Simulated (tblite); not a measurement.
C5H5F3NO (doublet state).
Z-matrix (Å and degrees, GFN2-xTB geometry), rows numbered from 1:
```
F 
C   1  1.3265
F   2  1.3505  1  106.88
F   2  1.3469  1  106.98  3   111.63
O   2  1.3122  1  109.82  3  -123.59
C   5  1.4563  2  116.18  1  -179.39
C   6  1.5113  5  112.81  2    86.71
N   7  1.3138  6  112.82  5   117.77
C   8  1.3119  7  109.98  6    -0.36
C   9  1.4986  8  113.54  7    -0.83
H   6  1.0972  5  107.97  2   -37.77
H   7  1.0724  6  124.97  5   -61.21
H   9  1.0731  8  121.46  7  -179.90
H  10  1.0899  6  113.14  5   118.48
H  10  1.0918  6  109.98  5    -2.73
```

Level: GFN2-xTB in tblite, geometry and Hessian alike; calculated harmonic values, unscaled, isolated species. This tight-binding method is rough: wavenumbers can miss measured ones by several per cent, in bad cases by 10 to 20. One conformer, not necessarily the lowest. Open shells enter through the occupations alone, without spin polarisation, and single modes of such species can be off by tens of per cent.

Harmonic wavenumbers (cm⁻¹): 31.9, 68.0, 101.2, 166.9, 277.4, 309.2, 387.6, 407.4, 493.6, 551.5, 571.0, 598.7, 643.0, 684.4, 739.0, 815.8, 829.8, 893.3, 935.8, 979.5, 1001.1, 1006.6, 1055.2, 1089.8, 1126.2, 1145.0, 1169.9, 1183.1, 1231.3, 1246.0, 1279.3, 1338.4, 1408.5, 1455.1, 2892.9, 2970.9, 2991.9, 3154.3, 3164.6.

A = 3248, B = 811.1, C = 751.0 MHz; mass 152.032 u (most abundant isotopes); point group C1, symmetry number 1; spin multiplicity 2.

Problem. Zero-point energy?

Solution. ½Σν̃ = 21198 cm⁻¹ = 60.61 kcal/mol.

Problem. What is S at 273.15 K and 1 bar for an ideal gas of classical rigid rotors and harmonic oscillators?

Solution. Translation 40.56, rotation 29.21, vibration 23.00, spin (R ln 2) 1.38: S = 94.1 cal/(mol K).

Problem. And Cp and H(273.15 K) − H(0)?

Solution. Cp = 32.39 cal/(mol K), of which vibrations give 24.44 (their classical limit is 39 R = 77.5); H(273.15 K) − H(0) = 5.40 kcal/mol without the zero-point energy, 3.23 from vibrations.

Problem. How do the functions run with temperature in this model?

Solution. 
```json
{"T (K)": "50", "S (cal/(mol K))": "61.4", "Cp (cal/(mol K))": "12.7", "H − H(0) (kcal/mol)": "0.51", "G − H(0) (kcal/mol)": "-2.56", "ln q(vib)": "0.73"}
{"T (K)": "100", "S (cal/(mol K))": "71.3", "Cp (cal/(mol K))": "16.4", "H − H(0) (kcal/mol)": "1.24", "G − H(0) (kcal/mol)": "-5.89", "ln q(vib)": "1.87"}
{"T (K)": "298.15", "S (cal/(mol K))": "97.1", "Cp (cal/(mol K))": "34.9", "H − H(0) (kcal/mol)": "6.24", "G − H(0) (kcal/mol)": "-22.71", "ln q(vib)": "6.17"}
{"T (K)": "373.15", "S (cal/(mol K))": "105.7", "Cp (cal/(mol K))": "41.9", "H − H(0) (kcal/mol)": "9.12", "G − H(0) (kcal/mol)": "-30.31", "ln q(vib)": "7.83"}
{"T (K)": "500", "S (cal/(mol K))": "119.3", "Cp (cal/(mol K))": "51.4", "H − H(0) (kcal/mol)": "15.07", "G − H(0) (kcal/mol)": "-44.60", "ln q(vib)": "10.66"}
{"T (K)": "750", "S (cal/(mol K))": "142.6", "Cp (cal/(mol K))": "63.0", "H − H(0) (kcal/mol)": "29.52", "G − H(0) (kcal/mol)": "-77.44", "ln q(vib)": "16.11"}
{"T (K)": "1000", "S (cal/(mol K))": "161.7", "Cp (cal/(mol K))": "69.7", "H − H(0) (kcal/mol)": "46.18", "G − H(0) (kcal/mol)": "-115.56", "ln q(vib)": "21.15"}
```

q(vib) and H(0) count from the zero-point level.

Problem. Blend soft modes into free rotors: weight 1/[1 + (100 cm⁻¹/ν̃)⁴] for the oscillator and the rest for a rotor with moment μB/(μ + B), μ = h/(8π²ν), B = 10⁻⁴⁴ kg m². What vibrational entropy results?

Solution. 20.42 cal/(mol K) in place of 23.00, which changes −T·S at 273.15 K by +0.70 kcal/mol.

Problem. Which modes carry the vibrational entropy at 273.15 K?

Solution. 31.9 cm⁻¹: 5.53; 68.0 cm⁻¹: 4.04; 101.2 cm⁻¹: 3.26; 166.9 cm⁻¹: 2.31; 277.4 cm⁻¹: 1.40; 309.2 cm⁻¹: 1.22 cal/(mol K); the other 33 give 5.23 together.

Problem. What must be added to the electronic energy to get the Gibbs energy at 273.15 K and 1 bar?

Solution. ZPE + [H(273.15 K) − H(0)] − T·S = 60.61 + 5.40 − 25.72 = 40.29 kcal/mol.

Hindered rotation and anharmonicity are outside this model. Other conformers, if any are populated, would add a mixing term that is left out. The structure is chiral; the term R ln 2 for an equal mix with its mirror image is left out.
